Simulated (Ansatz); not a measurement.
FeSi₁₇H₂₄. The state is a singlet with charge 0. Geometry PBE-D4/def2-SVP.

```xyz
42

Si    3.422   -2.279   -0.558
Si    2.560    0.563    2.463
Si   -2.662    1.508   -2.933
Si    0.372    3.043    0.515
Si    0.612    0.072   -1.077
Si    0.204   -2.293    1.783
Si   -2.757   -0.258    0.436
Si   -1.199    0.954    3.312
Si    2.085   -1.336   -2.260
Si   -0.883    0.189   -3.342
Si    2.012    1.388    0.334
Si    2.153   -3.421    1.072
Si    0.637   -0.518    3.260
Si   -0.835    2.953   -1.480
Si   -3.943    0.092   -1.640
Si   -1.570    1.840    1.145
Si   -0.895   -1.554   -0.153
Fe   -1.503    0.722   -1.091
H     4.407   -3.264   -1.142
H     4.211   -1.167    0.084
H     2.933    1.719    3.359
H     3.716   -0.405    2.439
H    -3.237    2.812   -3.423
H     0.657    4.301    1.307
H    -0.702   -3.298    2.459
H    -3.689   -0.545    1.582
H    -0.867    2.114    4.221
H    -2.387    0.226    3.897
H     2.969   -0.536   -3.186
H     1.400   -2.414   -3.060
H     0.261    0.825   -4.084
H    -1.114   -1.221   -3.816
H     3.236    1.860   -0.417
H     3.025   -3.742    2.262
H     1.717   -4.729    0.455
H     0.895   -1.117    4.624
H    -0.081    3.228   -2.768
H    -1.864    4.061   -1.359
H    -5.227    0.721   -1.163
H    -4.200   -1.259   -2.249
H    -2.691    2.844    1.309
H    -1.176   -2.678   -1.116
```

The 6-31G sets use Cartesian d functions. B3LYP takes the VWN-RPA correlation. Single mean-field runs in def2-SVP, def2-TZVP are fitted with def2-universal-jkfit. The restricted singlet is unstable towards broken spin symmetry in Hartree–Fock (as tested in another run); at HF/def2-TZVP, PBE-D4/def2-SVP, PBE-D4/def2-TZVP, revPBE-D4/def2-TZVP and others this wasn't settled.

Estimate the orbital energies around the gap (eV) in Ansatz with HF/def2-TZVP, PBE-D4/def2-SVP, PBE-D4/def2-TZVP, revPBE-D4/def2-TZVP, B3LYP-D4/6-31G.


| orbital | HF/def2-TZVP | PBE-D4/def2-SVP | PBE-D4/def2-TZVP | revPBE-D4/def2-TZVP | B3LYP-D4/6-31G |
| --- | --- | --- | --- | --- | --- |
| HOMO−9 | -10.51 | -6.93 | -6.92 | -6.88 | -7.80 |
| HOMO−8 | -10.36 | -6.83 | -6.82 | -6.79 | -7.70 |
| HOMO−7 | -10.11 | -6.69 | -6.67 | -6.63 | -7.54 |
| HOMO−6 | -10.00 | -6.60 | -6.58 | -6.54 | -7.41 |
| HOMO−5 | -9.87 | -6.48 | -6.46 | -6.42 | -7.24 |
| HOMO−4 | -9.65 | -6.14 | -6.13 | -6.08 | -6.98 |
| HOMO−3 | -9.53 | -5.55 | -5.62 | -5.57 | -6.52 |
| HOMO−2 | -9.09 | -5.38 | -5.41 | -5.36 | -6.15 |
| HOMO−1 | -8.69 | -5.04 | -5.11 | -5.06 | -5.97 |
| HOMO | -6.78 | -4.98 | -5.05 | -4.99 | -5.56 |
| LUMO | 0.62 | -3.74 | -3.78 | -3.72 | -2.69 |
| LUMO+1 | 1.08 | -3.32 | -3.38 | -3.32 | -2.57 |
| LUMO+2 | 1.54 | -2.20 | -2.32 | -2.25 | -1.24 |
| LUMO+3 | 1.82 | -2.00 | -2.15 | -2.08 | -1.19 |
| LUMO+4 | 1.91 | -1.71 | -1.87 | -1.79 | -0.98 |
| LUMO+5 | 2.07 | -1.64 | -1.80 | -1.71 | -0.75 |
